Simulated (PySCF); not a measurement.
**Structure revision by computed shifts**

A compound C$_{5}$H$_{3}$F$_{3}$O gives the data below (simulated from a calculation) and was assigned the structure `Fc1ccc(C(F)F)o1`.

¹³C{¹H} NMR (computed): δ 144.1 (C), 129.4 (C), 116.4 (CH2), 96.3 (CH), 78.0 (C).

¹H NMR (300 MHz, computed): δ 5.66 (m, 1H), 5.61 (m, 1H), 3.10 (s, 1H).

- GFN2-xTB geometry
- shieldings: GIAO PBE0/pcSseg-1
- program: PySCF 2.14.0 with density-fitted response routines
- single conformer, one averaged value for each set of equivalent atoms, relativity neglected, in vacuum

δ = σ(ref) − σ, references computed at the same level: TMS for ¹H (σ = 31.72 ppm) and ¹³C (σ = 186.93 ppm).

**Question.** Compare with the shifts computed for the proposed structure, pairing carbons in order of shift.

**Answer.** Mapped SMILES: `[F:1][c:2]1[cH:3][cH:4][c:5]([CH:6]([F:7])[F:8])[o:9]1`. Each H is labelled by its parent atom.

| atom | computed for proposal | given list | difference |
| --- | --- | --- | --- |
| C2 | 167.5 | 144.1 | +23.4 |
| C5 | 146.1 | 129.4 | +16.7 |
| C4 | 120.3 | 116.4 | +3.9 |
| C6 | 115.0 | 96.3 | +18.7 |
| C3 | 92.2 | 78.0 | +14.2 |

The rms difference is 16.7 ppm and the largest +23.4 ppm at C2 (aromatic carbon bearing fluorine). The carbon types in order of shift don't match either: C, C, CH, CH, CH for the proposal against C, C, CH2, CH, C in the data. The proposal doesn't fit.

**Question.** Which isomer fits?

**Answer.** SMILES C#CC(=C)OC(F)(F)F.

Carbon types of the structure: 3 × C, 1 × CH, 1 × CH2, which accounts for all hydrogens. δC 144.1: alkene carbon bearing oxygen; an sp2 carbon further deshielded by the attached heteroatom. δC 129.4: CF3 carbon; 4 electronegative neighbours deshield it. δC 96.3: terminal alkyne carbon; sp carbons lie upfield of alkene carbons because the cylindrical π system leaves one tensor component strongly shielded. δC 78.0: alkyne carbon; the triple bond shields along its axis, which puts it between sp3 and sp2 carbons.

The shifts were computed for this structure.

Splittings by ¹⁹F in the carbon and heteronuclear signals aren't shown, as no couplings were computed. Shifts are as computed. Against solution values, carbons near 30 ppm lie about +3 ppm off and those near 130 ppm about +5 ppm. Of 1211 compounds with measured shifts, 218 miss one by over three times the rms of a fit or turn the order of signals round; such compounds aren't used in these exercises. No couplings were computed; multiplicities are counted from neighbouring protons, with m where these are inequivalent, close in shift, in a saturated or five-membered ring or joined by F or P, and br s for small geminal =CH2 splittings.
